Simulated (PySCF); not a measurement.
C₄H₅FNP.
Atom-mapped SMILES: `[CH3:1][c:2]1[nH:3][c:4]([F:5])[cH:6][p:7]1`

NICS is the negative of the GIAO shielding at a point without a nucleus: at the ring centre (0) and 1 Å above and below it (1); zz is the component along the ring normal. Level: GIAO PBE0/pcSseg-1 (PySCF, non-relativistic, gas phase) on the GFN2-xTB geometry, one conformer.

Ring bond lengths (Å), with Mayer bond orders in brackets: C2–N3 1.363 (1.13), N3–C4 1.352 (1.15), C4–C6 1.354 (1.57), C6–P7 1.766 (1.13), P7–C2 1.724 (1.46).

**Question.** What do the NICS probes read (ppm)?

**Answer.** 
| ring | type | NICS(0) | NICS(1), two faces | NICS(1)zz, two faces | rms pucker (Å) | centre to ring atoms, mean (Å) |
| --- | --- | --- | --- | --- | --- | --- |
| C2–N3–C4–C6–P7 | 5-membered ring with N and P; formal bonds all aromatic | -13.4 | -10.0 / -10.0 | -24.0 / -24.0 | 0.00 | 1.28 |

**Question.** What can be read from them?

**Answer.** 
- C2–N3–C4–C6–P7: mean NICS(1)zz -24.0 ppm, shielded.

**Question.** And the bond-length index? HOMA takes Krygowski's 1993 parameters.

**Answer.** 
- C2–N3–C4–C6–P7: HOMA 0.79; the largest term is that of C6–P7, α(R − Ropt)² = 0.56.

**Question.** What are the shieldings of the ring atoms and their hydrogens in the same run (means over atoms taken as equivalent)?

**Answer.** 
```json
{"atoms": "C2", "environment": "substituted aromatic carbon", "σ isotropic (ppm)": "22.7", "principal values of the symmetric part, first atom (ppm)": "-123.8, 50.3, 141.6"}
{"atoms": "N3", "environment": "pyrrole-type nitrogen", "σ isotropic (ppm)": "84.3", "principal values of the symmetric part, first atom (ppm)": "12.0, 96.3, 144.7"}
{"atoms": "C4", "environment": "aromatic C–F carbon", "σ isotropic (ppm)": "31.1", "principal values of the symmetric part, first atom (ppm)": "-41.1, 62.7, 71.6"}
{"atoms": "C6", "environment": "aromatic CH carbon", "σ isotropic (ppm)": "81.1", "principal values of the symmetric part, first atom (ppm)": "9.3, 69.1, 165.0"}
{"atoms": "P7", "environment": "phosphorus bonded to 2 C", "σ isotropic (ppm)": "210.3", "principal values of the symmetric part, first atom (ppm)": "48.5, 149.4, 432.9"}
{"atoms": "H on N3", "environment": "N–H hydrogen", "σ isotropic (ppm)": "23.61", "principal values of the symmetric part, first atom (ppm)": "17.8, 24.5, 28.6"}
{"atoms": "H on C6", "environment": "aromatic hydrogen", "σ isotropic (ppm)": "25.55", "principal values of the symmetric part, first atom (ppm)": "22.8, 26.0, 27.8"}
```
